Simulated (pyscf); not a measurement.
# O=C⁻–OH (SMILES O=[C-]O), singlet

Gas-phase minimum from PySCF at ωB97X-D3(BJ)/def2-SVPD, one conformer. O=C⁻–OH lies 35.0 kcal/mol over its isomer O=CH–O⁻, and others may lie lower still (electronic energy, ωB97M-D3(BJ)). 

```
C
O 1 1.2345
O 1 1.4423 2 111.10
H 3 0.9774 1 103.55 2 -0.02
```
Charge -1, spin multiplicity 1.

Properties at ωB97X-D3(BJ)/def2-SVPD:

```
Item                                                                                                                                                 Result
---------------------------------------------------------------------------------------------------------------------  ------------------------------------
Harmonic wavenumbers, unscaled                                                                                         601, 670, 781, 1201, 1638, 3623 cm⁻¹
Zero-point energy                                                                                                                             12.2 kcal/mol
Rotational symmetry number                                                                                                                                1
Entropy of this conformer at 298 K and 1 atm, rigid rotor and harmonic oscillator, modes under 100 cm⁻¹ raised to 100                       248.0 J/(mol K)
Dipole moment                                                                                                                             depends on origin
```

Single-point totals, which compare only within one level (frozen core for MP2 and CC):

```
level                    total energy (hartree)
-----------------------  ----------------------
ωB97X-D3(BJ)/def2-TZVPD              -189.26499
PBE/def2-TZVPD                       -189.03602
r²SCAN/def2-TZVPD                    -189.13358
B3LYP-D3(BJ)/def2-TZVPD              -189.23754
PBE0-D3(BJ)/def2-TZVPD               -189.02258
M06-2X/def2-TZVPD                    -189.15575
ωB97M-D3(BJ)/def2-TZVPD              -189.27983
HF/def2-TZVPPD                       -188.22083
MP2/def2-TZVPPD                      -188.86477
CCSD/def2-TZVPPD                     -188.86553
CCSD(T)/def2-TZVPPD                  -188.89580
```

The CCSD(T) − MP2 part came from Ansatz, without density fitting, on the same reference.
